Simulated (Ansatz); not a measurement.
`C[SiH2][SiH]1B[SiH2]1` + H₂ → `[SiH3][SiH]1B[SiH2]1` + CH₄  (hydrogenolysis of the Si–C bond)

Isolated molecules relaxed with PBE0-D4/def2-TZVP in Ansatz; ΔE leaves out vibrations. CCSD(T)/CBS is the MP2 limit (def2-TZVPP, def2-QZVPP) plus CCSD(T) − MP2 in def2-TZVPP, frozen cores. This one scheme is used for every species. DFT in def2-TZVPP. B3LYP here is the variant with VWN-RPA as its local correlation; programs differ in this. Each species was taken in one conformer, which may not be the lowest.

`C[SiH2][SiH]1B[SiH2]1`:

Z-matrix (Å, degrees):
```
C
Si 1 1.873
H 1 1.093 2 109.8
H 1 1.091 2 111.7 3 120.1
H 1 1.092 2 110.4 3 -119.5
Si 2 2.342 1 113.4 3 176.3
H 2 1.492 1 109.5 3 59.5
H 2 1.489 1 111.2 3 -58.6
Si 6 2.569 2 96.5 1 58.4
B 6 1.895 2 128.5 1 20.3
H 6 1.493 2 110.9 1 -156.5
H 9 1.488 6 139.1 2 121.6
H 9 1.484 6 91.0 2 0.0
H 10 1.190 6 126.4 2 -170.8
```

H₂:

```xyz
2

H    -0.330    0.170    0.037
H     0.330   -0.170   -0.037
```

`[SiH3][SiH]1B[SiH2]1`:

Cartesian coordinates in Å:
```
Si -1.148 -1.261 0.885
Si 0.867 -0.102 0.692
B 1.135 1.670 0.083
Si 0.196 1.140 -1.464
H -1.207 -2.408 -0.060
H -1.238 -1.798 2.271
H -2.299 -0.356 0.642
H 2.006 -0.946 1.158
H 2.164 2.267 0.109
H -1.148 0.513 -1.451
H 0.670 1.281 -2.867
```

CH₄:

```xyz
5

C     0.000    0.000    0.000
H     0.101   -0.296    1.044
H    -0.988    0.429   -0.162
H     0.126   -0.873   -0.639
H     0.762    0.740   -0.242
```

(1) Is it downhill or uphill in electronic energy at CCSD(T)/CBS, and by how much? (Estimate.)

(2) What do these levels give: PBE-D4, B3LYP-D4, ωB97X-V, B2PLYP, PBE, r2SCAN, PBE0, HF/def2-QZVPP, MP2/def2-QZVPP, SCS-MP2/def2-QZVPP, HF/CBS(def2), MP2/CBS(def2)? (An estimate is asked.)

Largest T1 diagnostic among the species: 0.016.

## Answers

(1) Ansatz gave: Downhill: ΔE = -27.6 kJ/mol.

(2) Ansatz gave: PBE-D4 -25.8, B3LYP-D4 -31.1, ωB97X-V -30.6, B2PLYP -35.6, PBE -32.4, r2SCAN -29.1, PBE0 -34.4, HF/def2-QZVPP -53.1, MP2/def2-QZVPP -23.0, SCS-MP2/def2-QZVPP -29.4, HF/CBS(def2) -53.1, MP2/CBS(def2) -21.9 kJ/mol.

In def2-TZVPP, CCSD(T) changes the Hartree–Fock value by +23.1 kJ/mol (the triples alone add +4.4 kJ/mol) and MP2 by +28.8 kJ/mol. The D4 term adds +10.3 kJ/mol with B3LYP and +5.9 kJ/mol with PBE0; it sums over pairs of atoms, weighted by their polarisabilities, and B3LYP, whose exchange is more repulsive, gets the larger term.
